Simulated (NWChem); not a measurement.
System: KF; SMILES [F][K]

The following NWChem deck was run.

```
start job
memory heap 200 mb stack 900 mb global 1100 mb
geometry units angstroms
  K      0.000000     0.000000    -0.726899
  F      0.000000     0.000000     1.449041
end
basis spherical
  * library def2-svp
end
dft
  xc slater vwn_5
  iterations 150
end
driver
  maxiter 120
end
task dft optimize
task dft freq
```

Output (shortened):

```
             Northwest Computational Chemistry Package (NWChem) 7.3.0
             --------------------------------------------------------

 ORDER OF PRIMARY AXIS IS BEING SET TO 4
 C4V symmetry detected

                             Geometry "geometry" -> ""
                             -------------------------

 Output coordinates in angstroms (scale by  1.889725989 to convert to a.u.)

  No.       Tag          Charge          X              Y              Z
 ---- ---------------- ---------- -------------- -------------- --------------
    1 K                   19.0000     0.00000000     0.00000000    -0.69940929
    2 F                    9.0000     0.00000000     0.00000000     1.47653071

 Effective nuclear repulsion energy (a.u.)      41.5863073334

      Symmetry information
      --------------------

 Group name             C4v
 Group number             18
 Group order               8
 No. of unique centers     2

                                Z-matrix (autoz)
                                --------

 Units are Angstrom for bonds and degrees for angles

      Type          Name      I     J     K     L     M      Value
      ----------- --------  ----- ----- ----- ----- ----- ----------
    1 Stretch                  1     2                       2.17594

                           NWChem Geometry Optimization
                           ----------------------------

 maximum gradient threshold         (gmax) =   0.000450
 rms gradient threshold             (grms) =   0.000300
 maximum cartesian step threshold   (xmax) =   0.001800
 rms cartesian step threshold       (xrms) =   0.001200
 fixed trust radius                (trust) =   0.300000
 source of zmatrix                         =   autoz

          -------------------
          Energy Minimization
          -------------------

 Using diagonal initial Hessian
 Scaling for Hessian diagonals: bonds = 1.00  angles = 0.25  torsions = 0.10

          --------
          Step   0

                                 NWChem DFT Module
                                 -----------------

[...]

      ----------------------
      Optimization converged
      ----------------------

  Step       Energy      Delta E   Gmax     Grms     Xrms     Xmax
  ---- ---------------- -------- -------- -------- -------- --------
@    3    -697.27453855 -7.6D-08  0.00001  0.00001  0.00037  0.00064
                                     ok       ok       ok       ok

                                Z-matrix (autoz)
                                --------

 Units are Angstrom for bonds and degrees for angles

      Type          Name      I     J     K     L     M      Value     Gradient
      ----------- --------  ----- ----- ----- ----- ----- ---------- ----------
    1 Stretch                  1     2                       2.10387    0.00001

                         Geometry "geometry" -> "geometry"
                         ---------------------------------

 Output coordinates in angstroms (scale by  1.889725989 to convert to a.u.)

  No.       Tag          Charge          X              Y              Z
 ---- ---------------- ---------- -------------- -------------- --------------
    1 K                   19.0000     0.00000000     0.00000000    -0.66337187
    2 F                    9.0000     0.00000000     0.00000000     1.44049330

 Effective nuclear repulsion energy (a.u.)      43.0109833804

      Symmetry information
      --------------------

 Group name             C4v
 Group number             18
 Group order               8
 No. of unique centers     2

                Final and change from initial internal coordinates
                --------------------------------------------------

                                Z-matrix (autoz)
                                --------

 Units are Angstrom for bonds and degrees for angles

[...]

 Rotational Constants
 --------------------
 A=   0.000000 cm-1  (  0.000000 K)
 B=   0.298216 cm-1  (  0.429057 K)
 C=   0.298216 cm-1  (  0.429057 K)

 Temperature                      =   298.15K
 frequency scaling parameter      =   1.0000

 Linear Molecule

 Zero-Point correction to Energy  =    0.736 kcal/mol  (  0.001172 au)
 Thermal correction to Energy     =    2.350 kcal/mol  (  0.003745 au)
 Thermal correction to Enthalpy   =    2.942 kcal/mol  (  0.004689 au)

 Total Entropy                    =   53.682 cal/mol-K
   - Translational                =   38.075 cal/mol-K (mol. weight =  57.9621)
   - Rotational                   =   14.984 cal/mol-K (symmetry #  =        1)
   - Vibrational                  =    0.622 cal/mol-K

 Cv (constant volume heat capacity) =    6.182 cal/mol-K
   - Translational                  =    2.979 cal/mol-K
   - Rotational                     =    1.986 cal/mol-K
   - Vibrational                    =    1.217 cal/mol-K

[normal modes left out]

 ----------------------------------------------------------------------------
 Normal Eigenvalue ||           Projected Infra Red Intensities
  Mode   [cm**-1]  || [atomic units] [(debye/angs)**2] [(KM/mol)] [arbitrary]
 ------ ---------- || -------------- ----------------- ---------- -----------
    1        0.000 ||    0.012594           0.291        12.277       5.537
    2        0.000 ||    0.012594           0.291        12.277       5.537
    3        0.000 ||    0.025828           0.596        25.179      11.357
    4        0.000 ||    0.025828           0.596        25.179      11.357
    5        0.000 ||    0.000000           0.000         0.000       0.000
    6      514.785 ||    0.059613           1.375        58.114      26.212
 ----------------------------------------------------------------------------
```

Level: LDA (Slater exchange, VWN5)/def2-SVP.
